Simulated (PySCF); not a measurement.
Spectrum to structure. Method: TDDFT PBE0/def2-SVPD, vertical, gas phase, core orbitals frozen in the response (PySCF). Geometries: GFN2-xTB, one conformer each.

```csv
state,λ (nm),f
S1,167.2,0.023
S2,161.4,0.012
S3,160.4,0.026
S4,157.0,0.082
S5,154.9,0.022
S6,152.9,0.016
```

**Question.** Which structure fits?
A. `[SiH3]CP(C)C=C`
B. `[C@H]1(CC[Si@H](C)C1)C`
C. `C=C/C=C/C=C`
D. `O[SiH2]c1ccncc1`

**Answer.** B. Its S1, at 7.41 eV, is the highest among the candidates; the nearest of the others has S1 at 5.10 eV. S1 is HOMO→LUMO (96%). Löwdin shares by element: HOMO carbon 51% or more, silicon 20% (atoms not listed hold the other 28%); LUMO carbon 23% or more, silicon 15% (atoms not listed hold the other 62%). At the same level the other candidates give, for their lowest levels:
- `O[SiH2]c1ccncc1`: 277 nm (f 0.004); 245 nm (f 0.000); 230 nm (f 0.044); 200 nm (f 0.028); 195 nm (f 0.000); T1 3.82 eV; HOMO -7.41, LUMO -1.38 eV
- `C=CP(C)C[SiH3]`: 243 nm (f 0.129); 214 nm (f 0.056); 207 nm (f 0.025); 196 nm (f 0.011); 190 nm (f 0.029); T1 3.83 eV; HOMO -6.27, LUMO -0.28 eV
- `C=C/C=C/C=C`: 256 nm (f 1.092); 206 nm (f 0.000); 198 nm (f 0.000); 194 nm (f 0.011); 187 nm (f 0.000); T1 2.49 eV; HOMO -6.27, LUMO -1.42 eV
Triplets come from the Tamm–Dancoff approximation.
